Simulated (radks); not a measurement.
All-electron atom: Cd V in [Kr] 4d8. All-electron calculation, Dirac Kohn-Sham, LDA (Slater exchange, Perdew-Wang correlation), spin-unpolarised, spherical densities, finite nucleus; open shells fill j = l - 1/2 first; Fermi nuclear charge, rms radius 4.6087 fm. Program: a radial shooting solver on a logarithmic mesh with Libxc functionals.

Unscreened Slater integrals over Kohn-Sham orbitals (hartree). Large and small components are both included. Empty in this configuration: 5s1/2.

F0(4d5/2,4d5/2): 0.77984
F2(4d5/2,4d5/2): 0.39347
F4(4d5/2,4d5/2): 0.25943
F0(4d5/2,4d3/2): 0.78384
F2(4d5/2,4d3/2): 0.39538
G2(4d5/2,4d3/2): 0.39513
G4(4d5/2,4d3/2): 0.26055
F0(4d5/2,4p3/2): 0.85040
F2(4d5/2,4p3/2): 0.42732
G1(4d5/2,4p3/2): 0.54199
G3(4d5/2,4p3/2): 0.33340
F0(4d5/2,4p1/2): 0.86060
G3(4d5/2,4p1/2): 0.33147
F0(4d5/2,5s1/2): 0.50935
G2(4d5/2,5s1/2): 0.081677
F0(4d3/2,4d3/2): 0.78792
F2(4d3/2,4d3/2): 0.39739
F0(4d3/2,4p3/2): 0.85566
F2(4d3/2,4p3/2): 0.43096
G1(4d3/2,4p3/2): 0.54742
G3(4d3/2,4p3/2): 0.33690
F0(4d3/2,4p1/2): 0.86610
G1(4d3/2,4p1/2): 0.54625
F0(4d3/2,5s1/2): 0.51028
G2(4d3/2,5s1/2): 0.079579
F0(4p3/2,4p3/2): 0.94420
F2(4p3/2,4p3/2): 0.49495
F0(4p3/2,4p1/2): 0.95846
G2(4p3/2,4p1/2): 0.50067
F0(4p3/2,5s1/2): 0.52504
G1(4p3/2,5s1/2): 0.042566
F0(4p1/2,4p1/2): 0.97358
F0(4p1/2,5s1/2): 0.52719
G1(4p1/2,5s1/2): 0.040767
F0(5s1/2,5s1/2): 0.42581
